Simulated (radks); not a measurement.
Tl, configuration [Hg] 6p1.

Method: scalar-relativistic Kohn-Sham, PBE, spin-polarised, spherical densities, finite nucleus; open shells are filled with parallel spins first (spin-orbit coupling, left out, can overturn this in heavy ions); Fermi nuclear charge, rms radius 5.4759 fm; hard spherical wall at 3.5 bohr; computed with a radial shooting solver on a logarithmic mesh with Libxc functionals.

Energy parts (hartree):
total: -20239.6905
kinetic: 22787.5542
electron-nucleus: -50498.9210
Hartree: 7850.5047
exchange-correlation: -378.8284

Orbitals (lengths in bohr, moments of r in powers of bohr; r(max) is where P^2 peaks; r(90%) holds 90 % of the orbital's charge):
orbital  occ.  eigenvalue (hartree)      <r^2>  r(90%)   r(max)      <r>
1s up       1             -3144.630  0.0003690  0.0299  0.01003  0.01632
1s down     1             -3144.629  0.0003690  0.0299  0.01003  0.01632
2s up       1             -559.6208   0.005606   0.107  0.05815  0.06876
2s down     1             -559.6204   0.005606   0.107  0.05815  0.06876
2p up       3             -481.4543   0.004755   0.102  0.04833  0.06235
2p down     3             -481.4536   0.004755   0.102  0.04833  0.06235
3s up       1             -133.2850    0.03608   0.260   0.1639   0.1776
3s down     1             -133.2844    0.03608   0.260   0.1639   0.1776
3p up       3             -110.7741    0.03727   0.268   0.1638   0.1793
3p down     3             -110.7734    0.03727   0.268   0.1638   0.1793
3d up       5             -87.40139    0.03088   0.252   0.1334   0.1624
3d down     5             -87.40077    0.03088   0.252   0.1334   0.1624
4s up       1             -29.44804     0.1731   0.561   0.3690   0.3917
4s down     1             -29.44699     0.1731   0.561   0.3690   0.3917
4p up       3             -22.06617     0.1982   0.605   0.3890   0.4176
4p down     3             -22.06503     0.1981   0.605   0.3890   0.4176
4d up       5             -13.39861     0.2234   0.655   0.3955   0.4399
4d down     5             -13.39729     0.2233   0.655   0.3955   0.4398
5s up       1              -4.44503     0.8665    1.25   0.8084   0.8790
5s down     1              -4.44190     0.8665    1.25   0.8085   0.8790
4f up       7              -3.80843     0.2634   0.746   0.3581   0.4681
4f down     7              -3.80686     0.2634   0.746   0.3581   0.4680
5p up       3              -2.44022      1.160    1.47   0.9057    1.013
5p down     3              -2.43715      1.158    1.47   0.9059    1.012
5d up       5              -0.23871      2.166    2.09    1.124    1.373
5d down     5              -0.22841      2.134    2.07    1.122    1.364
6s up       1               0.03823      4.314    2.70    1.979    1.996
6s down     1               0.07205      4.288    2.69    1.965    1.989
6p up       1               0.52492      4.921    2.82    2.226    2.134
6p down     0               0.56331      4.909    2.82    2.220    2.131
5f up       0               1.24425      4.674    2.80    2.185    2.087
5f down     0               1.27784      4.637    2.80    2.169    2.077
6d up       0               1.35315      5.165    2.94    2.508    2.142
6d down     0               1.38748      5.195    2.94    2.509    2.150
7s up       0               2.12094      5.169    3.03    2.775    2.124
7s down     0               2.14204      5.192    3.04    2.775    2.129

The highest occupied level is 6p up at 14.284 eV. The spin density at the nucleus is -6.046 e/bohr^3 (1s -0.574, 2s 0.217, 3s 0.206, 4s 0.081, 5s 0.769, 6s -6.745). Spin moment in Bohr magnetons: 1.
